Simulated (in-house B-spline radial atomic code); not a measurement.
A run on neutral rubidium (an excited or competing configuration) that did not converge. Method: Dirac-Hartree-Fock, average of configuration, Fermi nucleus of rms radius 4.2036 fm; computed with an all-electron radial atomic-structure program (B-spline basis).

Command:
```bash
python run_scf.py task.json out
```
Settings (nuclear radius in fm, mass in u):
```
Z                37
configuration    [Ne] 3s2 3p5 3d10 4s2 4p5 5s1 6s1 7s1
hamiltonian      dirac
method           hf
spin_polarised   False
nucleus          fermi
rms_radius       4.2036
atomic_mass      84.91179
speed_of_light   137.035999084
```

First and last ten iterations of the last attempt (damped for 15 steps, keeping 80 % of the old Fock matrix, then DIIS):
```
 iter        energy (Eh)    residual
    1       -2967.894062    4.98e-01
    2       -2969.193851    1.96e-01
    3       -2969.364187    1.44e-01
    4       -2969.451607    1.06e-01
    5       -2969.496175    7.82e-02
    6       -2969.519015    5.82e-02
    7       -2969.530875    4.35e-02
    8       -2969.537189    3.27e-02
    9       -2969.540695    2.48e-02
   10       -2969.542768    1.88e-02
  111       -2969.398388    5.29e-02
  112       -2969.486150    5.06e-02
  113       -2969.382326    5.71e-02
  114       -2969.552699    2.52e-01
  115       -2969.570916    3.00e-01
  116       -2969.582037    1.42e-01
  117       -2969.577323    8.69e-02
  118       -2969.584049    3.88e-02
  119       -2969.581055    4.27e-02
  120       -2969.557026    1.97e-02
 not converged after 120 iterations
```

The smallest residual met was 2.4e-04; the threshold is about 4e-07. No energy from this run should be used. Cost of the run: 47 s on 1 thread of Intel(R) Xeon(R) Platinum 8488C, with other jobs on the host.
